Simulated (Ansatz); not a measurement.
Program: Ansatz. Geometries: PBE0-D4/def2-TZVP. ΔE: electronic, gas phase. CCSD(T)/CBS is the MP2 limit (def2-TZVPP, def2-QZVPP) plus CCSD(T) − MP2 in def2-TZVPP, frozen cores. This one scheme is used for every species. Functionals use def2-TZVPP. One conformer a species, not always the lowest.

Consider the ligand exchange at the Si–C bond: `C=C[SiH2][SiH2]C` + H–F → `C=C[SiH2][SiH2]F` + CH₄.

(1) Is it downhill or uphill in electronic energy at CCSD(T)/CBS, and by how much? (An estimate is asked.)

(2) What do these levels give: PBE-D4, r2SCAN-D4, ωB97X-V, MP2/def2-TZVPP, CCSD/def2-TZVPP, MP2/def2-QZVPP? (Best estimate.)

Largest T1 diagnostic among the species: 0.012.

Answers

(1) The calculation gave: Downhill: ΔE = -126.6 kJ/mol.

(2) Computed: PBE-D4 -119.5, r2SCAN-D4 -132.2, ωB97X-V -132.1, MP2/def2-TZVPP -125.5, CCSD/def2-TZVPP -129.9, MP2/def2-QZVPP -126.3 kJ/mol.

The D4 term adds +7.9 kJ/mol with B3LYP and +4.5 kJ/mol with PBE0; it sums over pairs of atoms, weighted by their polarisabilities, and B3LYP, whose exchange is more repulsive, gets the larger term. In def2-TZVPP, CCSD(T) changes the Hartree–Fock value by +28.0 kJ/mol (the triples alone add +3.5 kJ/mol) and MP2 by +28.8 kJ/mol.

B3LYP here is the variant with VWN-RPA as its local correlation; programs differ in this.
